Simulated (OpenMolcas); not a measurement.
Multiconfigurational calculation on Sb I

Input:

```
&GATEWAY
Coord
1

Sb 0.0 0.0 0.0
Basis=ANO-RCC
Group=XYZ
NoMove
AngMom=0.0 0.0 0.0
AMFI
&SEWARD
&RASSCF
FileOrb=start.orb
Symmetry=2
Spin=4
nActEl=5 0 0
Inactive=14 9
Ras2=1 3
CIRoot=1 1 1
SDav=1
CIMx=300
Iter=120 100
PrWF=0.3
OrbListing=Nothing
MaxOrb=0
Atom
>>> COPY $Project.JobIph JOBPRE
&RASSCF
FileOrb=start.orb
Symmetry=2
Spin=4
nActEl=5 0 0
Inactive=14 9
Ras2=2 6
CIRoot=1 1 1
SDav=234
CIMx=300
Iter=120 100
PrWF=0.3
OrbListing=Nothing
MaxOrb=0
Atom
>>> COPY $Project.JobIph JOB001
&RASSCF
FileOrb=start.orb
Symmetry=2
Spin=2
nActEl=5 0 0
Inactive=14 9
Ras2=2 6
CIRoot=8 8 1
SDav=516
CIMx=300
Iter=120 100
PrWF=0.3
OrbListing=Nothing
MaxOrb=0
Atom
>>> COPY $Project.JobIph JOB002
&RASSCF
FileOrb=start.orb
Symmetry=1
Spin=4
nActEl=5 0 0
Inactive=14 9
Ras2=2 6
CIRoot=3 3 1
SDav=270
CIMx=300
Iter=120 100
PrWF=0.3
OrbListing=Nothing
MaxOrb=0
Atom
>>> COPY $Project.JobIph JOB003
&RASSI
NrOfJobIphs=3 1 8 3
1
1 2 3 4 5 6 7 8
1 2 3
IphNames
JOB001
JOB002
JOB003
EJob
SpinOrbit
DIPRint=1.0
SOCoupling=1000.0
Subsets=2
MEES
Property=10
'ANGMOM' 1 'ANGMOM' 2 'ANGMOM' 3 'MLTPL  1' 1 'MLTPL  1' 2 'MLTPL  1' 3
'AMFI' 1 'AMFI' 2 'AMFI' 3 'MLTPL  2' 6
SOProperty=3
'ANGMOM' 1 'ANGMOM' 2 'ANGMOM' 3
```

Launched by
```bash
OMP_NUM_THREADS=1 MOLCAS_MEM=2252 MOLCAS_PROJECT=a pymolcas a.inp > a.log  # once for each step of the input, in one work folder
```

A driver script runs the steps one by one and writes start.orb anew before each from the orbitals found so far.

Output, cut to the results:

```
--- SEWARD ---
Basis set label: SB.ANO-RCC.........

      Electronic valence basis set:
      ------------------
      Associated Effective Charge  51.000000 au
      Associated Actual Charge     51.000000 au
      Nuclear Model: Point charge

      Shell  nPrim  nBasis  Cartesian Spherical Contaminant
         s      22      10        X
         p      19       9        X
         d      13       8                 X
         f       5       5                 X
         g       3       3                 X
                  Relativistic Douglas-Kroll-Hess integrals:
                    - DKH order of Hamiltonian: 2
                    - DKH order of Properties : 0
                  Atomic mean-field integrals
--- RASSCF ---
Wave function specifications:
      -----------------------------

      Number of closed shell electrons          46
      Number of electrons in active shells       5
      Max number of holes in RAS1 space          0
      Max nr of electrons in RAS3 space          0
      Number of inactive orbitals               23
      Number of active orbitals                  8
      Number of secondary orbitals             108
      Spin quantum number                      1.5
      State symmetry                             2
Orbital specifications:
      -----------------------

      Symmetry species                           1   2
                                                ag  au
      Frozen orbitals                            0   0
      Inactive orbitals                         14   9
      Active orbitals                            2   6
      RAS1 orbitals                              0   0
      RAS2 orbitals                              2   6
      RAS3 orbitals                              0   0
      Secondary orbitals                        61  47
      Deleted orbitals                           0   0
      Number of basis functions                 77  62
      Number of CSFs                           234
      Number of root(s) required                 1
      Iter CI   SX   CI       RASSCF       Energy    max ROT     max BLB   max BLB  Level Ln srch  Step   QN
          iter iter root      energy       change     param      element    value   shift minimum  type update
 Nr of preliminary CI iterations:   1
      Total energies have been shifted. Add                -6000.00 au
        1   1   18    1  -476.51047180    0.00E+00   2.00E-01*  12  18 2 -5.84E-03*  0.00   0.00    SX    NO
        2   1   18    1  -476.51224872   -1.78E-03*  4.48E-02   10  19 2  1.94E-03*  0.00   0.00    SX    NO
        3   1   17    1  -476.51234034   -9.16E-05*  1.80E-02   11  22 1  7.17E-04*  0.00   0.00    SX    NO
        4   1   14    1  -476.51234976   -9.41E-06*  5.49E-03   11  27 1  4.18E-04*  0.00   0.00    SX    NO
        5   1   14    1  -476.51235122   -1.47E-06*  4.56E-03   11  27 1 -2.52E-04*  0.00   1.21    QN   YES
        6   1   13    1  -476.51235157   -3.47E-07*  2.45E-04   11  22 1 -6.20E-05   0.00   0.92    QN   YES
        7   1   12    1  -476.51235158   -1.41E-08*  1.39E-04   11  22 1 -1.61E-05   0.00   1.11    QN   YES
        8   1    7    1  -476.51235158   -1.33E-09   2.68E-05    9  18 1 -2.58E-06   0.00   0.96    QN   YES
      Convergence after  8 iterations
        9   1    7    1  -476.51235158   -2.36E-11   2.68E-05   11  22 1 -2.21E-06   0.00   0.96    QN   YES
      Natural orbitals and occupation numbers for root  1
      sym 1:   1.988973   0.005079
      sym 2:   0.998514   0.998514   0.998514   0.003469   0.003469   0.003469
::    RASSCF root number  1 Total energy:  -6476.51235158
--- RASSCF ---
Wave function specifications:
      -----------------------------

      Number of closed shell electrons          46
      Number of electrons in active shells       5
      Max number of holes in RAS1 space          0
      Max nr of electrons in RAS3 space          0
      Number of inactive orbitals               23
      Number of active orbitals                  8
      Number of secondary orbitals             108
      Spin quantum number                      0.5
      State symmetry                             2
Orbital specifications:
      -----------------------

      Symmetry species                           1   2
                                                ag  au
      Frozen orbitals                            0   0
      Inactive orbitals                         14   9
      Active orbitals                            2   6
...
--- RASSI ---
SPIN-FREE ENERGIES:
  (Shifted by EMIN (a.u.) =      -6476.5123515846)

 SF State       Relative EMIN(au)   Rel lowest level(eV)    D:o, cm**(-1)      L_eff

     1             0.0000000000        0.0000000000              0.0000         0.0
     2             0.0576307675        1.5682130752          12648.4915         2.0
     3             0.0576307675        1.5682130752          12648.4915         2.0
     4             0.0576307675        1.5682130752          12648.4915         2.0
     5             0.0576307675        1.5682130752          12648.4915         2.0
     6             0.0576307675        1.5682130752          12648.4915         2.0
     7             0.0793898564        2.1603080466          17424.0595         1.0
     8             0.0793898564        2.1603080466          17424.0595         1.0
     9             0.0793898564        2.1603080466          17424.0595         1.0
    10             0.2772580494        7.5445758723          60851.1082         1.0
    11             0.2772580494        7.5445758723          60851.1082         1.0
    12             0.2772580494        7.5445758723          60851.1082         1.0
     Dipole printing threshold changed to   1.00000000E+00

++ Dipole transition strengths (spin-free states):
   -----------------------------------------------
     for osc. strength at least  1.00000000E+00

  ( Max oscillator strength is only   0.31860431613912721      )
--
Eigenvalues of complex Hamiltonian:
   -----------------------------------
  (Shifted by EMIN (a.u.) =      -6476.5123515846)

 SO State       Relative EMIN(au)   Rel lowest level(eV)    D:o, cm**(-1)     J-value

     1            -0.0018470557        0.0000000001              0.0000         1.0
     2            -0.0018470557        0.0000000000              0.0000         1.3
     3            -0.0018470557        0.0000000000              0.0000         1.2
...
```

The J values that RASSI prints are effective ones from its own formula and need not be integers or half-integers; the table below assigns J from the states.

Levels above the lowest, from the spin-orbit matrix, grouped by J:

```tsv
Configuration	Term	J	E (cm⁻¹)	Measured (cm⁻¹)	g	Term weight %
5s² 5p³	⁴S°	3/2	0.0	0.0	1.985	98
5s² 5p³	²D°	3/2	11669	8512	0.898	83
5s² 5p³	²D°	5/2	13085	9854	1.200	100
5s² 5p³	²P°	1/2	17846	16395	0.666	100
5s² 5p³	²P°	3/2	19565	18464	1.253	81
5s 5p⁴	⁴P	5/2	60177		1.601	100
5s 5p⁴	⁴P	3/2	61976		1.735	100
5s 5p⁴	⁴P	1/2	63056		2.671	100
```

Against the 4 measured excited levels shown (NIST Handbook of Basic Atomic Spectroscopic Data) the mean absolute deviation is 2200 cm-1; the largest miss in energy is 5s² 5p³ ²D°_5/2: computed 13085, measured 9854 cm⁻¹ (+32.8 %).

Active for correlation alone: 6p 6s; no level in the range computed is led by a configuration that fills them, so any true level of that kind is missing. Terms of s pⁿ other than that of highest spin mix with s² pⁿ⁻² d, which this space lacks; all of them can be thousands of cm-1 off, and some have no real level of that name. Computed and measured levels are paired by configuration, term and J; levels that our copy of the source lacks, or whose pairing is in doubt (as where it misses far off the trend of its configuration), stay unpaired and out of the deviations. Only configurations of the active space appear. The first state left out of the spin-orbit step lies near 85000 cm-1 above the lowest spin-free state of the reference (among the parities and spins computed), and the list stops at four fifths of that energy or lower.

The RASSCF and RASSI steps took 78 s on 1 thread of Intel(R) Xeon(R) Platinum 8488C (Sapphire Rapids), with other jobs on the host; the integral step is not counted.

The term weight is that of the spin-free term in the level, not the purity of its configuration. ° marks odd parity.
